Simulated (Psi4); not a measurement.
H₃Sb, triplet, geometry from GFN2-xTB (a higher spin typed on purpose: for a closed-shell molecule this is an excited state) (core potentials on Sb), atoms displaced at random by about 0.08 Å a coordinate; HF/def2-SVP, gradient in Psi4.

Psi4 was given this input:
```
memory 2 GB

molecule {
0 3
Sb    0.01779894   -0.01785931   -0.08340853
H    -0.44245287   -1.93966588    0.06595143
H     0.32914923    1.87178305    0.01729534
H     1.57256875   -0.23281028   -0.27865753
symmetry c1
no_reorient
no_com
}

set {
  basis def2-svp
  reference uhf
}

gradient('scf')
print_variables()
```

What the program printed (banner, timings and long lists left out):

```
gradient() will perform analytic gradient computation.

   => Loading Basis Set <=

    Name: DEF2-SVP
    Role: ORBITAL
    Keyword: BASIS

    !!!  WARNING: ECP capability is in beta. Please check occupations closely.  !!!

         ---------------------------------------------------------
                                   SCF
               by Justin Turney, Rob Parrish, Andy Simmonett
                          and Daniel G. A. Smith
                              UHF Reference
         ---------------------------------------------------------

  ==> Geometry <==

    Molecular point group: c1
    Full point group: C1

    Geometry (in Angstrom), charge = 0, multiplicity = 3:

       Center              X                  Y                   Z               Mass
    ------------   -----------------  -----------------  -----------------  -----------------
         SB           0.017798940000    -0.017859310000    -0.083408530000   120.903812000000
         H           -0.442452870000    -1.939665880000     0.065951430000     1.007825032230
         H            0.329149230000     1.871783050000     0.017295340000     1.007825032230
         H            1.572568750000    -0.232810280000    -0.278657530000     1.007825032230

  Running in c1 symmetry.

  Rotational constants: A =      4.78925  B =      2.01864  C =      1.60804 [cm^-1]
  Rotational constants: A = 143578.14374  B =  60517.22600  C =  48207.95604 [MHz]
  Nuclear repulsion =   20.732777954945423

  Charge       = 0
  Multiplicity = 3
  Electrons    = 26
  Nalpha       = 14
  Nbeta        = 12

  ==> Algorithm <==

  SCF Algorithm Type is DF.
  DIIS enabled.
  MOM disabled.
  Fractional occupation disabled.
  Guess Type is SAD.
  Energy threshold   = 1.00e-08
  Density threshold  = 1.00e-08
  Integral threshold = 1.00e-12

  ==> Primary Basis <==

  Basis Set: DEF2-SVP
    Blend: DEF2-SVP
    Number of shells: 19
    Number of basis functions: 41
    Number of Cartesian functions: 43
    Spherical Harmonics?: true
    Max angular momentum: 2

  Core potential: DEF2-SVP
    Number of shells: 4
    Number of ECP primitives: 18
    Number of ECP core electrons: 28
    Max angular momentum: 3

   => Loading Basis Set <=

    Name: (DEF2-SVP AUX)
    Role: JKFIT
    Keyword: DF_BASIS_SCF

  ==> Integral Setup <==

  SCF_SUBTYPE=INCORE selected. In-core MEM_DF algorithm will be used.
  Using in-core AOs.

  ==> MemDFJK: Density-Fitted J/K Matrices <==

    J tasked:                   Yes
    K tasked:                   Yes
    wK tasked:                   No
    Algorithm:                 Core
    Schwarz Cutoff:           1E-12
    Mask sparsity (%):       0.0000
    Fitting Condition:        1E-10

   => Auxiliary Basis Set <=

  Basis Set: (DEF2-SVP AUX)
    Blend: DEF2-UNIVERSAL-JKFIT
    Number of shells: 64
    Number of basis functions: 272
    Number of Cartesian functions: 369
    Spherical Harmonics?: true
    Max angular momentum: 5

  Minimum eigenvalue in the overlap matrix is 2.4875252192E-02.
  Reciprocal condition number of the overlap matrix is 6.6626967111E-03.
    Using symmetric orthogonalization.

  ==> Pre-Iterations <==

  SCF Guess: Superposition of Atomic Densities via on-the-fly atomic UHF (no occupation information).

   -------------------------
    Irrep   Nso     Nmo
   -------------------------
     A         41      41
   -------------------------
    Total      41      41
   -------------------------

  ==> Iterations <==

                           Total Energy        Delta E     RMS |[F,P]|

   @DF-UHF iter SAD:  -238.51526165456625   -2.38515e+02   0.00000e+00
   @DF-UHF iter   1:  -240.84310347660295   -2.32784e+00   4.42059e-03 DIIS/ADIIS
   @DF-UHF iter   2:  -240.86920220484214   -2.60987e-02   1.52073e-03 DIIS/ADIIS
   @DF-UHF iter   3:  -240.87391422330251   -4.71202e-03   7.69176e-04 DIIS/ADIIS
   @DF-UHF iter   4:  -240.87657764936171   -2.66343e-03   3.38649e-04 DIIS/ADIIS
   @DF-UHF iter   5:  -240.87725947866346   -6.81829e-04   1.18747e-04 DIIS/ADIIS
   @DF-UHF iter   6:  -240.87735024381192   -9.07651e-05   3.60012e-05 DIIS
   @DF-UHF iter   7:  -240.87735914511569   -8.90130e-06   1.45995e-05 DIIS
   @DF-UHF iter   8:  -240.87736073012536   -1.58501e-06   6.92772e-06 DIIS
   @DF-UHF iter   9:  -240.87736113775406   -4.07629e-07   2.99369e-06 DIIS
   @DF-UHF iter  10:  -240.87736121635550   -7.86014e-08   1.25585e-06 DIIS
   @DF-UHF iter  11:  -240.87736122983986   -1.34844e-08   6.34282e-07 DIIS
   @DF-UHF iter  12:  -240.87736123338740   -3.54754e-09   3.25803e-07 DIIS
   @DF-UHF iter  13:  -240.87736123441513   -1.02773e-09   1.04014e-07 DIIS
   @DF-UHF iter  14:  -240.87736123449832   -8.31903e-11   2.33401e-08 DIIS
   @DF-UHF iter  15:  -240.87736123450139   -3.06954e-12   9.61784e-09 DIIS
  Energy and wave function converged.

  ==> Post-Iterations <==

   @Spin Contamination Metric:   8.017990363E-02
   @S^2 Expected:                2.000000000E+00
   @S^2 Observed:                2.080179904E+00
   @S   Expected:                1.000000000E+00
   @S   Observed:                1.000000000E+00

    Orbital Energies [Eh]
    ---------------------

    Alpha Occupied:

[...]
    Alpha Virtual:

[...]
    Beta Occupied:

[...]
    Beta Virtual:

[...]
    Final Occupation by Irrep:
              A
    DOCC [    12 ]
    SOCC [     2 ]
    NA   [    14 ]
    NB   [    12 ]

  @DF-UHF Final Energy:  -240.87736123450139

   => Energetics <=

    Nuclear Repulsion Energy =             20.7327779549454227
    One-Electron Energy =                -462.1486503965894599
    Two-Electron Energy =                 200.5385112071426192
    Total Energy =                       -240.8773612345013930

  UHF NO Occupations:
  HONO-2 :   12  A 1.9667935
  HONO-1 :   14  A 1.0000000
  HONO-0 :   13  A 1.0000000
  LUNO+0 :   15  A 0.0332065
  LUNO+1 :   16  A 0.0046587
  LUNO+2 :   17  A 0.0026728
  LUNO+3 :   18  A 0.0000648

Computation Completed

Properties will be evaluated at   0.000000,   0.000000,   0.000000 [a0]

Properties computed using the SCF density matrix

 Multipole Moments:

 ------------------------------------------------------------------------------------
     Multipole            Electronic (a.u.)      Nuclear  (a.u.)        Total (a.u.)
 ------------------------------------------------------------------------------------

 L = 1.  Multiply by 2.5417464519 to convert [e a0] to [Debye]
 Dipole X            :         -3.4751821            3.5312192            0.0560371
 Dipole Y            :          1.3130103           -1.3444593           -0.0314491
 Dipole Z            :          3.9162372           -3.9945162           -0.0782790
 Magnitude           :                                                    0.1012759

 ------------------------------------------------------------------------------------

         ------------------------------------------------------------
                                   SCF GRAD
                          Rob Parrish, Justin Turney,
                       Andy Simmonett, and Alex Sokolov
         ------------------------------------------------------------

  ==> Geometry <==

    Molecular point group: c1
    Full point group: C1

    Geometry (in Angstrom), charge = 0, multiplicity = 3:

       Center              X                  Y                   Z               Mass
    ------------   -----------------  -----------------  -----------------  -----------------
         SB           0.017798940000    -0.017859310000    -0.083408530000   120.903812000000
         H           -0.442452870000    -1.939665880000     0.065951430000     1.007825032230
         H            0.329149230000     1.871783050000     0.017295340000     1.007825032230
         H            1.572568750000    -0.232810280000    -0.278657530000     1.007825032230

  Nuclear repulsion =   20.732777954945423

  ==> Basis Set <==

  Basis Set: DEF2-SVP
    Blend: DEF2-SVP
    Number of shells: 19
    Number of basis functions: 41
    Number of Cartesian functions: 43
    Spherical Harmonics?: true
    Max angular momentum: 2

  Core potential: DEF2-SVP
    Number of shells: 4
    Number of ECP primitives: 18
    Number of ECP core electrons: 28
    Max angular momentum: 3

  ==> DFJKGrad: Density-Fitted SCF Gradients <==

    Gradient:                    1
    J tasked:                  Yes
    K tasked:                  Yes
    wK tasked:                  No
    Integrals threads:           1
    Schwarz Cutoff:          1E-12
    Fitting Condition:       1E-10

   => Auxiliary Basis Set <=

  Basis Set: (DEF2-SVP AUX)
    Blend: DEF2-UNIVERSAL-JKFIT
    Number of shells: 64
    Number of basis functions: 272
    Number of Cartesian functions: 369
    Spherical Harmonics?: true
    Max angular momentum: 5

  -Total Gradient:
     Atom            X                  Y                   Z
    ------   -----------------  -----------------  -----------------
       1        0.042780315059    -0.013459769148    -0.014290578174
       2       -0.003704478608    -0.010545888110     0.004391832801
       3        0.004826603866     0.013270113458     0.003911974052
       4       -0.043902440317     0.010735543801     0.005986771321

  Variable Map:
  ----------------------------------------------------------------------------
[...]
  Array Variable Map:
  ----------------------------------------------------------------------------
[...]
[...]
```
